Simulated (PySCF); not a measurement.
C₅H₆F₃ (doublet state).
Cartesian coordinates in Å at the GFN2-xTB level; atoms count from 1:
```
atom  x, y, z in Å
C1    -2.0270   -0.0903    0.0197
C2    -0.6196    0.2689    0.4384
C3     0.1202    1.3632   -0.1778
C4     0.5203   -0.0012   -0.5406
C5     1.8241   -0.5684   -0.0484
F6     1.8048   -1.9142   -0.0047
F7     2.8618   -0.2375   -0.8358
F8     2.1364   -0.1550    1.1891
H9    -2.1780    0.1297   -1.0334
H10   -2.7417    0.4860    0.6024
H11   -2.2143   -1.1480    0.1911
H12   -0.4318    0.0720    1.4935
H13    0.6787    2.1885    0.2036
H14    0.2654   -0.3941   -1.5193
```

The hyperfine couplings belong to this conformer and change with its torsions.

Identity: `C[C@@H]1[CH][C@H]1C(F)(F)F` [radical].

Theory: UKS B3LYP, pcH-1 on C F H, non-relativistic, mean-field spin-orbit, GIAO (PySCF 2.14.0). Geometry: GFN2-xTB; no solvent, vibrations or thermal averaging. A GFN2-xTB geometry isn't a minimum of the functional, and hyperfine couplings can be far from their values at a DFT geometry. No stability test was run, so a lower SCF solution isn't excluded.

(1) The isotropic 1H couplings, averaged over equivalent nuclei, are +78.5, +64.6, -18.2, -2.0 MHz. Assign them to H9/H10/H11; H12; H13; H14.

Results:

(1) 
```csv
site,a_iso (MHz),ρ(0) (bohr⁻³),position,distance from C3 (Å),bound to,spin population there,largest |T| (MHz)
H9/H10/H11,-2.0,-0.0004,"γ, 3 bonds from C3",3.10,C1,+0.03,5.8
H12,+64.6,+0.0144,"β, 2 bonds from C3",2.18,C2,-0.04,7.4
H13,-18.2,-0.0041,"α, 1 bond from C3",1.07,C3,+0.98,38.3
H14,+78.5,+0.0176,"β, 2 bonds from C3",2.22,C4,-0.04,9.9
```

ρ(0) is the spin density at the nucleus and T the dipolar tensor; entries for several nuclei are means. The largest Mulliken spin population is on C3 (+0.98). The angles at C3 add up to 328.6°, so it is pyramidal.

Means are taken over nuclei equivalent by connectivity, which assumes that they swap fast. The three 19F nuclei of mean +5.7 MHz run from -0.4 to 16.4 MHz in the frozen geometry.

Hardware: an Arm Neoverse V2 with one thread, shared host with 96 logical CPUs at a one-minute load of 82. Cost: 49 s wall (with the writing of density and orbital grids), 0.96 GiB resident at most.
